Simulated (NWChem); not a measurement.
Molecule: CHCl2, doublet; SMILES Cl[CH]Cl

All runs: NWChem. Spin-unrestricted. In the optimisation the excess spin sits in a' (Cs, its own frame). Geometry: optimised at PBE0/def2-SVP, spin-unrestricted. No stability test was run on the SCF state. Vertical excitations in the gas phase; the lowest state need not have the same character in each row. Excited states of an open shell can be spin-contaminated.

For level CAM-B3LYP/def2-SVPD, TDA:

```yaml
lowest excitation (eV): 4.48
lowest empty minus highest occupied level, either spin (eV): 6.69
```

**Question.** Estimate the same quantities for level B3LYP/def2-SVPD, TDA.

**Answer.** 
- lowest excitation (eV) = 4.18
- lowest empty minus highest occupied level, either spin (eV) = 3.59
